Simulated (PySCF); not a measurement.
# One molecule, several mistakes: BClGeH2N cation

These are calculations, not measurements. The program is PySCF 2.14.0, an open-source quantum chemistry code, run on an isolated molecule that a program drew, which may never have been made. The molecule is BClGeH2N cation (charge +1, singlet), drawn as the SMILES string `B=[N][GeH+][Cl]`.

Each row is a Hartree-Fock (HF) and frozen-core CCSD(T) single point in the cc-pV(D+d)Z basis, meant for a local HF minimum. Run 1 is clean. Each other run has one planted mistake out of seven kinds, and not every kind appears here: one electron removed, one electron added, multiplicity raised by two, geometry at a saddle point, minimal basis STO-3G, one bond length entered in bohr, all coordinates scaled. The reference is restricted for singlets and unrestricted otherwise, and also for a bond in bohr. Adding or removing an electron swaps singlet and doublet. Electrons count all cores. HOMO and LUMO are orbital energies over both spins, the gradient is its largest component, and the lowest frequency (negative if imaginary) is given only where the gradient is small. Bond lengths are over the 5 bonds as drawn. T1 is the CCSD diagnostic: over 0.02 (restricted) or 0.045 (unrestricted) a single reference is doubtful. Germanium has the cc-pVDZ-PP basis, with a core potential (ECP10MDF) in place of its 10 inner electrons, and its 3s, 3p and 3d shells are frozen in CCSD(T).

Geometry of the clean run:
```xyz
6
BClGeH2N cation, angstrom
B    -2.4442   -1.4813    0.6619
N    -1.2814   -1.2335    0.2271
Ge    0.3059   -0.8711   -0.2712
Cl    1.6375   -0.1066    1.1060
H    -3.5206   -1.7133    1.0546
H     0.7935   -1.0800   -1.6751
```

| run | electrons | basis functions | <S^2> | HOMO (eV) | LUMO (eV) | gradient (hartree/bohr) | lowest frequency (cm^-1) | mean bond (Å) | longest bond (Å) | T1 | HF (hartree) | CCSD(T) (hartree) | mistake |
|---|---|---|---|---|---|---|---|---|---|---|---|---|---|
| 1 | 62 | 84 | 0.000 | -17.68 | -4.90 | 3.8e-05 | 88 | 1.5402 | 2.063 | 0.0163 | -832.97078 | -833.45740 | no fault |
| 2 | 63 | 84 | 0.789 | -6.33 | 2.18 | 7.0e-02 | - | 1.5402 | 2.063 | 0.0180 | -833.17675 | -833.68028 | one electron added |
| 3 | 62 | 84 | 0.000 | -17.08 | -5.13 | 5.7e-02 | - | 1.6280 | 2.180 | 0.0191 | -832.94728 | -833.44704 | all coordinates scaled |
| 4 | 62 | 84 | 1.080 | -13.97 | -5.37 | 2.4e-02 | - | 1.7655 | 2.392 | 0.0295 | -832.70481 | -833.16552 | ? |
| 5 | 62 | 84 | 2.024 | -11.94 | -8.00 | 1.0e-01 | - | 1.5402 | 2.063 | 0.0306 | -832.81659 | -833.27318 | ? |

**Which mistake was planted in run 4, and what did it cost?**

The mean bond changes by a factor of 1.146 and the longest by 1.159, so the molecule wasn't scaled as a whole. A length L in bohr read as angstrom grows by (1/0.5292 - 1) L = 0.890 L. The 5 bonds together grew by 5 x 0.2253 = 1.127 Å, which gives L = 1.266 Å. That is bond B1-N2, 1.266 Å in the clean geometry. So the mistake is: one bond length entered in bohr. Subtracting run 1 and multiplying by 627.51 kcal/mol a hartree, the energy moved by 166.9 kcal/mol in HF and 183.2 kcal/mol in CCSD(T).

**Which mistake was planted in run 5, and what did it cost?**

Electrons, basis and geometry are unchanged, and <S^2> is 2.024, beside S(S+1) = 2.00 for a multiplicity of 3. So the mistake is: multiplicity raised by two. Subtracting run 1 and multiplying by 627.51 kcal/mol a hartree, the energy moved by 96.8 kcal/mol in HF and 115.6 kcal/mol in CCSD(T).

